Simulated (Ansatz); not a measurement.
C2H7FSi2 (`FC[SiH]1C[SiH2]1`) at its PBE0-D4/def2-TZVP geometry, where that method's forces vanish. Charge 0, multiplicity 1.

```xyz
12

F    -0.7585   -2.5599    0.1793
C     0.0848   -1.5505    0.6328
Si    0.2082   -0.1957   -0.6759
C    -0.8790    1.2608   -0.5322
Si    0.7429    2.0936    0.1885
H     1.0614   -1.9924    0.8523
H    -0.3224   -1.1414    1.5622
H     0.5395   -0.7245   -2.0195
H    -1.2228    1.7035   -1.4639
H    -1.6874    1.1581    0.1885
H     0.6571    1.3019    1.4971
H     1.5763    0.6465   -0.4093
```

(1) What forces (eV/Å) does ωB97M-V/def2-TZVPP give on these atoms in the Gaussian-basis code of Ansatz? (An estimate is asked.)

Results:

(1) Computed: 
```
F1  -0.161 -0.169 -0.105
C2   0.236  0.243  0.159
Si3  0.093 -0.020 -0.156
C4  -0.010 -0.070 -0.017
Si5  0.006  0.103  0.124
H6  -0.089  0.041 -0.009
H7   0.039 -0.043 -0.078
H8  -0.057  0.043  0.163
H9   0.031 -0.031  0.078
H10  0.062 -0.002 -0.050
H11 -0.001  0.029 -0.109
H12 -0.150 -0.123  0.001
```
